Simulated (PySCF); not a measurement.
# CaSe: from constants to spectrum

RHF-CCSD(T) constants of CaSe, ¹Σ⁺ (singlet), closed shell (Ca pcseg-1, Se pcseg-1; no relativity (PySCF 2.14); masses 39.9626 and 79.9165 u):

```
ωe              : 317.2 cm⁻¹
ωexe            : 1.06 cm⁻¹
Be              : 0.098188 cm⁻¹
αe              : 0.000436 cm⁻¹
D (centrifugal) : 3.76e-08 cm⁻¹
De to Ca + Se   : 2.15 eV
```

(1) Give the vibrational terms G(v) and spacings up to v = 3.

A state of this spin cannot dissociate to the ground-state fragments, so its own limit lies higher than the one that De refers to.

Correlated steps freeze 14 core orbitals. Correlated levels converge slowly with the basis: in double zeta they bind strong bonds too weakly, by up to about 1 eV, and carry superposition errors of some tenths. Where the molecule has an RHF reference, its open-shell atoms are computed with UHF. The CCSD T1 diagnostic is raised, a sign that a single reference may not be enough here.

## Answers

(1) G(v) = ωe(v+½) − ωexe(v+½)².

| v | G(v) (cm⁻¹) | G(v) − G(v−1) | Bv (cm⁻¹) |
| --- | --- | --- | --- |
| 0 | 158 |  | 0.09797 |
| 1 | 473 | 315 | 0.09753 |
| 2 | 786 | 313 | 0.09710 |
| 3 | 1097 | 311 | 0.09666 |
